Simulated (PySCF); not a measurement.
## BTe and its ions

PBE; basis B def2-SVPD, Te def2-SVPD with ECP28; scalar-relativistic core potentials; PySCF 2.14. Neutral (UKS): doublet (σ ↑), Re = 1.974 Å, ωe = 800 cm⁻¹, De = 4.40 eV, HOMO -6.46 eV, LUMO -4.54 eV.

BTe⁻ (UKS): singlet (closed shell), Re = 2.091 Å, ωe = 641 cm⁻¹, De = 4.54 eV to B + Te⁻. The energies at the minima are -292.70913 hartree for BTe and -292.79031 for BTe⁻.

(1) Work out the adiabatic electron affinity, without and with harmonic zero-point energies (1 hartree = 27.2114 eV, 1 eV = 8065.5 cm⁻¹), and the change of the bond length.

Spin–orbit coupling is left out, which matters for elements this heavy, above all for dissociation energies. For an ion De counts to the pair picked by the measured ionisation energies or electron affinities, which need not be the lowest pair at this level. The highest Kohn–Sham level is positive in this anion. Much of that is self-interaction error, but it also means that the finite basis helps to hold the extra electron. States were picked by a PBE0 search and need not be the measured ground states.

Answers

(1) At PBE: 0.08118 hartree = 2.209 eV between the minima; the zero-point term (800.0 − 641.0)/2 cm⁻¹ = +0.010 eV makes it 2.219 eV. Re changes by +11.7 pm against the neutral. The electron enters a σ orbital; the charge polarises the partner, so the anion is bound more strongly.
